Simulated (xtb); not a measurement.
xtb input file for pyrazole (C₃H₄N₂), SMILES c1cn[nH]c1, GFN2-xTB. 

```
$ xtb mol.xyz --gfn 2 --ohess tight --chrg 0 --uhf 0 --json
$ cat mol.xyz
9

C      0.12180000     0.97780000     0.10270000
C      1.21940000     0.08280000    -0.10940000
N      0.76860000    -1.20010000    -0.20330000
N     -0.55070000    -1.04540000    -0.08280000
C     -0.98940000     0.20080000     0.10670000
H      0.24230000     2.04850000     0.24290000
H      2.27430000     0.31090000    -0.16140000
H     -1.10460000    -1.87850000    -0.11500000
H     -2.02420000     0.46640000     0.25190000
```

Output:

```
[banner left out]
          |                Calculation Setup                |
           -------------------------------------------------



           -------------------------------------------------
          |                 G F N 2 - x T B                 |
           -------------------------------------------------

        Reference                      10.1021/acs.jctc.8b01176
      * Hamiltonian:
        H0-scaling (s, p, d)           1.850000    2.230000    2.230000
        zeta-weighting                 0.500000
      * Dispersion:
        s8                             2.700000
        a1                             0.520000
        a2                             5.000000
        s9                             5.000000
      * Repulsion:
        kExp                           1.500000    1.000000
        rExp                           1.000000
      * Coulomb:
        alpha                          2.000000
        third order                    shell-resolved
        anisotropic                    true
        a3                             3.000000
        a5                             4.000000
        cn-shift                       1.200000
        cn-exp                         4.000000
        max-rad                        5.000000


          ...................................................
          :                      SETUP                      :
          :.................................................:
          :  # basis functions                  24          :
          :  # atomic orbitals                  24          :
          :  # shells                           14          :
          :  # electrons                        26          :
          :  max. iterations                   250          :
          :  Hamiltonian                  GFN2-xTB          :
          :  restarted?                      false          :
          :  GBSA solvation                  false          :
          :  PC potential                    false          :
          :  electronic temp.          300.0000000     K    :
          :  accuracy                    1.0000000          :
          :  -> integral cutoff          0.2500000E+02      :
          :  -> integral neglect         0.1000000E-07      :
          :  -> SCF convergence          0.1000000E-05 Eh   :
          :  -> wf. convergence          0.1000000E-03 e    :
          :  Broyden damping             0.4000000          :
          :  net charge                          0          :
          :  unpaired electrons                  0          :
          ...................................................

 iter      E             dE          RMSdq      gap      omega  full diag
   1    -14.4165600 -0.144166E+02  0.382E+00    5.32       0.0  T
   2    -14.4637002 -0.471402E-01  0.319E+00    4.82       1.0  T
   3    -14.4755896 -0.118894E-01  0.185E+00    5.02       1.0  T
   4    -14.4749160  0.673560E-03  0.537E-01    4.93       1.0  T
   5    -14.4760184 -0.110233E-02  0.116E-01    4.89       1.0  T
   6    -14.4760328 -0.144328E-04  0.518E-02    4.88       1.0  T
   7    -14.4760443 -0.114834E-04  0.202E-02    4.88       1.6  T
   8    -14.4760444 -0.123524E-06  0.740E-03    4.89       4.5  T
   9    -14.4760447 -0.284314E-06  0.225E-03    4.88      14.8  T
  10    -14.4760447 -0.793106E-08  0.110E-03    4.88      30.4  T
  11    -14.4760447 -0.407665E-08  0.175E-04    4.88     190.7  T
  12    -14.4760447 -0.530704E-10  0.540E-05    4.88     617.1  T

   *** convergence criteria satisfied after 12 iterations ***

         #    Occupation            Energy/Eh            Energy/eV
      -------------------------------------------------------------
         1        2.0000           -0.6909370             -18.8014
       ...           ...                  ...                  ...
         7        2.0000           -0.5376791             -14.6310
         8        2.0000           -0.4856031             -13.2139
         9        2.0000           -0.4733258             -12.8799
        10        2.0000           -0.4598161             -12.5122
        11        2.0000           -0.4050215             -11.0212
        12        2.0000           -0.4011059             -10.9146
        13        2.0000           -0.3960898             -10.7782 (HOMO)
        14                         -0.2165922              -5.8938 (LUMO)
        15                         -0.1627319              -4.4282
        16                          0.0249108               0.6779
        17                          0.1059324               2.8826
        18                          0.1314133               3.5759
       ...                                ...                  ...
        24                          0.6839040              18.6100
      -------------------------------------------------------------
                  HL-Gap            0.1794976 Eh            4.8844 eV
[...]
     5   6 C    3.958 --     1 C    1.521     4 N    1.281     9 H    0.969
                             3 N    0.167
     6   1 H    0.999 --     1 C    0.975
     7   1 H    0.999 --     2 C    0.970
     8   1 H    0.974 --     4 N    0.945
     9   1 H    0.999 --     5 C    0.969
 ---------------------------------------------------------------------------

Topologies differ in total number of bonds
Writing topology from bond orders to xtbtopo.mol

molecular dipole:
                 x           y           z       tot (Debye)
 q only:       -0.587      -0.103       0.041
   full:       -0.895       0.097       0.094       2.301
molecular quadrupole (traceless):
                xx          xy          yy          xz          yz          zz
 q only:        0.821       2.861       0.563       0.142      -0.028      -1.384
  q+dip:        2.169       5.088       0.697       0.151      -0.034      -2.866
   full:        1.628       5.016       0.012       0.307      -0.265      -1.640

           -------------------------------------------------
          |                Geometry Summary                 |
           -------------------------------------------------

      molecular mass/u    :       68.0773771
   center of mass at/Å    :        0.1027595      -0.2160596      -0.0319862
  moments of inertia/u·Å² :        0.5197591E+02   0.5238149E+02   0.1043574E+03
rotational constants/cm⁻¹ :        0.3243355E+00   0.3218242E+00   0.1615375E+00
Molecule has the following symmetry elements: (sigma)
It seems to be the Cs point group

 * 9 selected distances

     #   Z          #   Z                                           value/Å
     1   6 C        2   6 C                                       1.4034227 (max)
     2   6 C        3   7 N                                       1.3172298
     3   7 N        4   7 N                                       1.3290164
     1   6 C        5   6 C                                       1.3737478
     4   7 N        5   6 C                                       1.3488008
     1   6 C        6   1 H                                       1.0701924
     2   6 C        7   1 H                                       1.0714577
     4   7 N        8   1 H                                       1.0074918 (min)
     5   6 C        9   1 H                                       1.0712484

 * 5 distinct bonds (by element types)

   Z      Z             #   av. dist./Å        max./Å        min./Å
   1 H    6 C           3     1.0709662     1.0714577     1.0701924
   6 C    6 C           2     1.3885852     1.4034227     1.3737478
   1 H    7 N           1     1.0074918     1.0074918     1.0074918
   6 C    7 N           2     1.3330153     1.3488008     1.3172298
   7 N    7 N           1     1.3290164     1.3290164     1.3290164

           -------------------------------------------------
          |               Frequency Printout                |
           -------------------------------------------------
 projected vibrational frequencies (cm⁻¹)
eigval :       -0.00    -0.00    -0.00     0.00     0.00     0.00
eigval :      557.53   610.59   660.94   789.25   822.90   857.95
eigval :      871.84   888.13  1043.51  1059.08  1119.32  1179.31
eigval :     1207.28  1362.90  1390.19  1420.48  1530.38  3168.47
eigval :     3176.00  3190.44  3458.74
 reduced masses (amu)
   1: 11.34   2: 10.39   3: 11.19   4: 12.62   5: 11.72   6: 11.11   7: 10.36   8:  7.89
   9:  6.95  10:  3.11  11:  2.93  12:  3.45  13: 11.24  14: 10.67  15:  3.74  16:  3.50
  17:  4.14  18:  6.69  19:  8.10  20: 11.17  21: 11.78  22: 11.19  23: 11.42  24:  1.84
  25:  1.86  26:  1.98  27:  1.86
 IR intensities (km·mol⁻¹)
   1:  0.97   2:  2.78   3:  0.59   4:  0.82   5:  0.80   6:  0.56   7: 22.26   8:  5.81
   9: 47.59  10: 12.76  11:  8.49  12:  0.50  13:  2.84  14:  9.39  15: 17.11  16: 21.13
  17:  9.55  18: 24.84  19: 18.53  20:  4.77  21: 36.83  22:  1.62  23: 22.29  24:  9.73
  25: 28.22  26: 23.96  27: 13.02
 Raman intensities (Ä⁴*amu⁻¹)
   1:  0.00   2:  0.00   3:  0.00   4:  0.00   5:  0.00   6:  0.00   7:  0.00   8:  0.00
   9:  0.00  10:  0.00  11:  0.00  12:  0.00  13:  0.00  14:  0.00  15:  0.00  16:  0.00
  17:  0.00  18:  0.00  19:  0.00  20:  0.00  21:  0.00  22:  0.00  23:  0.00  24:  0.00
  25:  0.00  26:  0.00  27:  0.00
 output can be read by thermo (or use thermo option).
 writing <g98.out> molden fake output.
 recommended (thermochemical) frequency scaling factor: 1.0
           -------------------------------------------------
          |             Thermodynamic Functions             |
           -------------------------------------------------

cs  symmetry found (for desy threshold:  0.10E+00) used in thermo

          ...................................................
          :                      SETUP                      :
          :.................................................:
          :  # frequencies                          21      :
          :  # imaginary freq.                       0      :
          :  linear?                             false      :
          :  only rotor calc.                    false      :
          :  symmetry                               cs      :
          :  rotational number                       1      :
          :  scaling factor                  1.0000000      :
          :  rotor cutoff                   50.0000000 cm⁻¹ :
          :  imag. cutoff                  -20.0000000 cm⁻¹ :
          :.................................................:

    mode    ω/cm⁻¹     T·S(HO)/kcal·mol⁻¹    T·S(FR)/kcal·mol⁻¹   T·S(vib)
   ------------------------------------------------------------------------
Note: The following floating-point exceptions are signalling: IEEE_UNDERFLOW_FLAG IEEE_DENORMAL
normal termination of xtb
   ------------------------------------------------------------------------

   temp. (K)  partition function   enthalpy   heat capacity  entropy
                                   cal/mol     cal/K/mol   cal/K/mol   J/K/mol
 298.15  VIB   1.32                  594.516      7.664      2.551
         ROT  0.407E+05              888.752      2.981     24.075
         INT  0.539E+05             1483.269     10.645     26.626
         TR   0.543E+27             1481.254      4.968     38.554
         TOT                        2964.5228    15.6135    65.1802   272.7138

       T/K    H(0)-H(T)+PV         H(T)/Eh          T*S/Eh         G(T)/Eh
   ------------------------------------------------------------------------
    298.15    0.472427E-02    0.739014E-01    0.309692E-01    0.429322E-01
   ------------------------------------------------------------------------

         :::::::::::::::::::::::::::::::::::::::::::::::::::::
         ::                  THERMODYNAMIC                  ::
         :::::::::::::::::::::::::::::::::::::::::::::::::::::
         :: total free energy         -14.236127491843 Eh   ::
         ::.................................................::
         :: total energy              -14.279059673783 Eh   ::
         :: zero point energy           0.069177113218 Eh   ::
         :: G(RRHO) w/o ZPVE           -0.026244931279 Eh   ::
         :: G(RRHO) contrib.            0.042932181939 Eh   ::
         :::::::::::::::::::::::::::::::::::::::::::::::::::::

optimized geometry written to: xtbopt.xyz


           -------------------------------------------------
          | TOTAL ENERGY              -14.279059673783 Eh   |
          | TOTAL ENTHALPY            -14.205158292819 Eh   |
          | TOTAL FREE ENERGY         -14.236127491843 Eh   |
          | GRADIENT NORM               0.000283919227 Eh/α |
          | HOMO-LUMO GAP               4.852193859078 eV   |
           -------------------------------------------------

------------------------------------------------------------------------
------------------------------------------------------------------------
 total:
 SCF:
 ANC optimizer:
 analytical hessian:
```

Self-consistency was reached.
